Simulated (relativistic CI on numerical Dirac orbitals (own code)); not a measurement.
Hyperfine structure of Ir⁵²⁺, mass number 193

Method of calculation: Dirac-Coulomb-Breit CI, separate exchange-only KLI orbitals for each configuration, model QED, unscaled Slater integrals (own radial code, finite nucleus).

Configuration list (outside the closed core [Ne]): 3s²3p⁶3d⁷, 3s²3p⁵3d⁸, 3s²3p⁴3d⁹, 3s3p⁶3d⁸, 3p⁶3d⁹, 3s3p⁵3d⁹, 3s²3p⁶3d⁶4s, 3s²3p⁶3d⁶4p, 3s²3p⁴3d⁸4s, 3s²3p⁶3d⁶4d, 3s²3p⁴3d⁸4p, 3s²3p⁵3d⁷4s, 3s²3p⁶3d⁶4f, 3s²3p⁵3d⁷4p, 3s²3p⁶3d⁵4s², 3s3p⁶3d⁷4s. Levels of other configurations are missing.

Nuclear spin I = 3/2, μ = 0.163 μN, Q = 0.751 b (tables of Stone and Pyykkö). The electronic factors are computed for point nuclear moments, without core polarisation or the Bohr-Weisskopf and QED corrections.

```
           Level  E (cm⁻¹)  A (MHz)  B (MHz)
 3s²3p⁶3d⁷ ⁴F9/2         0     4990     7160
 3s²3p⁶3d⁷ ²D5/2    170347     5031     7270
 3s²3p⁶3d⁷ ⁴F7/2    644874     5616    18400
 3s²3p⁶3d⁷ ⁴P5/2    750081     1996   -51600
 3s²3p⁶3d⁷ ²P1/2    759528    -2568         
3s²3p⁶3d⁷ ²H11/2    775327     7095  -115000
 3s²3p⁶3d⁷ ²F7/2    835632     7649   -17700
 3s²3p⁶3d⁷ ²F5/2    873924     7811    12400
```

Levels with J = 0, under 50 % of one LS term, or S terms without an open s electron are left out. Small factors come from cancelling terms and can be off by tens of per cent or more.

At this charge energies of transitions that change n are usually good to better than 1 %, and those within a shell (Δn = 0) to a few per cent.

Q: Give the hyperfine levels of 3s²3p⁶3d⁷ ⁴F9/2 relative to its centre of gravity.

A: With K = F(F + 1) − I(I + 1) − J(J + 1), E = AK/2 + B[¾K(K + 1) − I(I + 1)J(J + 1)]/[2I(2I − 1)J(2J − 1)]: F = 3: -37880, F = 4: -22700, F = 5: 759.4, F = 6: 35470 MHz.

LS names give the leading component of a level, which can be under half, so a name can repeat, a term be missing and a line seem to break the LS rules.
